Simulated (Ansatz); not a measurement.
C2H8AlNS. Total charge 0; spin multiplicity 1. The bonds changed during the relaxation, so this is another structure than the one it started from.

```xyz
13

N     0.619   -1.806    1.113
C     0.414   -1.185   -0.159
S     1.162    0.487   -0.134
C    -0.001    1.373   -1.263
Al   -0.831    1.689    0.486
H    -0.056   -1.485    1.795
H     0.580   -2.813    1.050
H     0.929   -1.753   -0.935
H    -0.632   -1.043   -0.461
H     0.561    2.189   -1.717
H    -0.355    0.695   -2.036
H    -1.836    0.586    1.043
H    -0.557    3.068    1.216
```

**Question.** Give the diagnostics of a CCSD(T)/def2-TZVPP run (frozen core, Ansatz 0.2.0). (Best estimate.)

**Answer.** The calculation gave: T1 = 0.0111, largest single amplitude 0.019, largest double 0.019, (T) share of the correlation energy 4.1 %, 9 CCSD cycles. The RHF solution is stable towards an unrestricted one. T1 lies under the customary mark of 0.02 for closed shells.
